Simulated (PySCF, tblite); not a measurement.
Isomers of C3H6FSi (doublet state), one GFN2-xTB conformer each. Single-point energies are computed at B3LYP/pcH-1 (PySCF, gas phase, no added dispersion term), electronic only. GFN2-xTB treats the open shell by occupation alone, and not every SCF solution was tested for stability.

**Question.** Rank them by B3LYP/pcH-1 energy, lowest first (kJ/mol).
A. `[H]/[C:1]=[CH:2]\[CH2:3][SiH2:4][F:5]` (doublet state) with C1–C2–C3–Si4 114°, C2–C3–Si4–F5 179°
B. `[CH2:1]=[CH:2][CH2:3][SiH:4][F:5]` (doublet state) with C1–C2–C3–Si4 101°, C2–C3–Si4–F5 67°
C. `[CH2:1]=[C:2][CH2:3][SiH2:4][F:5]` (doublet state) with C1–C2–C3–Si4 0°, C2–C3–Si4–F5 180°

**Answer.** B (0.0), C (65.9), A (87.1).

GFN2-xTB itself gives, in the same order: 0.0, 56.0, 83.8. Both levels put the same isomer lowest; measured from each level's own lowest isomer, the values differ by up to 9.9 kJ/mol (C=[C]C[SiH2]F: 56.0 against 65.9).

**Question.** What happens when harmonic zero-point energies from GFN2-xTB frequencies are added?

**Answer.** 
| SMILES | ZPE (kJ/mol) | electronic (kJ/mol) | with ZPE (kJ/mol) |
| --- | --- | --- | --- |
| C=CC[SiH]F | 207.7 | 0.0 | 0.0 |
| C=[C]C[SiH2]F | 192.6 | 65.9 | 50.8 |
| [H]/[C]=C\C[SiH2]F | 194.1 | 87.1 | 73.5 |

The zero-point energies span 15.1 kJ/mol. The order is unchanged.
